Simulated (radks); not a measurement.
Valence configurations of Nd II (all share [Xe]). Method: scalar-relativistic Kohn-Sham, LDA (Slater exchange, Perdew-Wang correlation), spin-polarised, spherical densities, finite nucleus; open shells are filled with parallel spins first (spin-orbit coupling, left out, can overturn this in heavy ions); Fermi nuclear charge, rms radius 4.9123 fm; computed with a radial shooting solver on a logarithmic mesh with Libxc functionals. Energies are relative to 4f4 6s1; eigenvalues in eV for spin up.

4f4 6s1: E (eV) 0.000; moment (Bohr magnetons) 5; e(4f) -8.728; e(6s) -8.772
4f4 5d1: E (eV) 1.044; moment (Bohr magnetons) 5; e(4f) -6.951; e(5d) -6.654
4f4.5 6p0.5: E (eV) 2.033; moment (Bohr magnetons) 5; e(4f) -6.273; e(6p) -5.403
4f5: E (eV) 2.088; moment (Bohr magnetons) 5; e(4f) -3.505
4f3.5 6s1 6p0.5: E (eV) 2.369; moment (Bohr magnetons) 5; e(4f) -12.865; e(6p) -6.471; e(6s) -9.874
4f4 6p1: E (eV) 3.139; moment (Bohr magnetons) 5; e(4f) -9.841; e(6p) -6.225
4f3 6s2: E (eV) 3.580; moment (Bohr magnetons) 3; e(4f) -16.379; e(6s) -9.957
4f3 6s1 6p1: E (eV) 6.520; moment (Bohr magnetons) 5; e(4f) -17.422; e(6p) -7.229; e(6s) -10.923
4f2 5d1 6s2: E (eV) 11.961; moment (Bohr magnetons) 3; e(4f) -22.840; e(5d) -11.996; e(6s) -10.569
4f2 6s1 6p2: E (eV) 20.993; moment (Bohr magnetons) 5; e(4f) -27.477; e(6p) -8.615; e(6s) -12.910

NIST lists [Xe] 4f4 6s1 as the ground configuration; this level of theory agrees among the configurations tried. The energies are those of spherical high-spin densities, not of single terms.
